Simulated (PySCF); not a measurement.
2-phenylthiophene, C10H8S.
Structure used (GFN2-xTB), in Å, numbered top down from 1:
```
atom  x, y, z in Å
C1    -3.1515    0.2493    0.0384
C2    -2.4214    0.9264    1.0014
C3    -1.0436    0.8412    1.0158
C4    -0.3618    0.0767    0.0666
C5     1.0850   -0.0077    0.0889
C6     1.9241   -0.6961   -0.7463
C7     3.2875   -0.5482   -0.4238
C8     3.4851    0.2511    0.6556
S9     2.0084    0.8405    1.3003
C10   -1.1109   -0.6005   -0.8994
C11   -2.4891   -0.5130   -0.9097
H12   -4.2293    0.3149    0.0264
H13   -2.9292    1.5236    1.7447
H14   -0.4791    1.3712    1.7699
H15    1.5862   -1.2956   -1.5720
H16    4.0849   -1.0170   -0.9732
H17    4.4095    0.5346    1.1184
H18   -0.6120   -1.1985   -1.6459
H19   -3.0525   -1.0437   -1.6635
```

NICS is the negative of the GIAO shielding at a point without a nucleus: at the ring centre (0) and 1 Å above and below it (1); zz is the component along the ring normal. Level: GIAO PBE0/pcSseg-1 (PySCF, non-relativistic, gas phase) on the GFN2-xTB geometry, one conformer.

Ring bond lengths (Å), with Mayer bond orders in brackets: C1–C2 1.385 (1.43), C2–C3 1.380 (1.47), C3–C4 1.397 (1.38), C4–C10 1.398 (1.42), C10–C11 1.381 (1.46), C11–C1 1.385 (1.42); C5–C6 1.370 (1.57), C6–C7 1.409 (1.29), C7–C8 1.358 (1.57), C8–S9 1.716 (1.17), S9–C5 1.743 (1.16).

Task: What do the NICS probes read (ppm)?

Result: 
```
               ring                                               type  NICS(0)  NICS(1), two faces  NICS(1)zz, two faces  rms pucker (Å)  centre to ring atoms, mean (Å)
C1–C2–C3–C4–C10–C11   6-membered carbocycle; formal bonds all aromatic     -7.2       -10.1 / -10.1         -24.6 / -24.6            0.00                            1.39
     C5–C6–C7–C8–S9  5-membered ring with S; formal bonds all aromatic    -10.3         -9.7 / -9.7         -21.5 / -21.5            0.00                            1.29
```

Task: What do they say, and how far can they be read as aromaticity?

Result: 
- C1–C2–C3–C4–C10–C11: mean NICS(1)zz -24.6 ppm, shielded. The ring is flat and has no four-coordinate atom; by the NICS criterion it is aromatic.
- C5–C6–C7–C8–S9: mean NICS(1)zz -21.5 ppm, shielded. The ring is flat and has no four-coordinate atom; by the NICS criterion it is aromatic.

Task: And the bond-length index? Use HOMA with the parameters of Krygowski (1993).

Result: 
- C1–C2–C3–C4–C10–C11: HOMA 0.99 = 1 − EN − GEO, with mean bond length 1.388 Å, EN = α(Ropt − mean)² = 0.000 and GEO = α × variance = 0.012. The geometric and the magnetic index point the same way.
- C5–C6–C7–C8–S9: HOMA 0.80; the largest term is that of S9–C5, α(R − Ropt)² = 0.42. The geometric and the magnetic index point the same way.

Task: How shielded are the nuclei of the rings and their hydrogens (means over atoms taken as equivalent)?

Result: 
```
   atoms                        environment  σ isotropic (ppm)  principal values of the symmetric part, first atom (ppm)
      C1                 aromatic CH carbon               54.3                                        -54.4, 40.0, 177.1
 C2 (×2)                 aromatic CH carbon               52.6                                        -58.3, 39.4, 176.5
 C3 (×2)                 aromatic CH carbon               57.9                                        -43.2, 48.1, 164.1
      C4        substituted aromatic carbon               48.5                                        -47.3, 20.2, 172.6
      C5        substituted aromatic carbon               32.1                                        -32.4, 20.8, 107.9
      C6                 aromatic CH carbon               61.2                                        -15.0, 43.8, 154.8
      C7                 aromatic CH carbon               54.4                                        -27.7, 43.2, 147.8
      C8  aromatic CH next to a ring sulfur               54.6                                        -36.1, 56.1, 143.7
      S9              thiophene-type sulfur              287.6                                       151.9, 306.6, 404.4
     H12                  aromatic hydrogen              24.29                                          21.1, 25.0, 26.8
H13 (×2)                  aromatic hydrogen              24.09                                          20.6, 24.5, 27.2
H14 (×2)                  aromatic hydrogen              23.67                                          17.6, 22.6, 30.8
     H15                  aromatic hydrogen              24.04                                          19.5, 25.2, 27.5
     H16                  aromatic hydrogen              24.52                                          21.4, 24.7, 27.5
```

The list is cut; further classes of hydrogen are left out.

Time: 46 s. Hardware: one thread, Arm Neoverse V1, shared host. This is the whole shielding run at PBE0/pcSseg-1, SCF included.
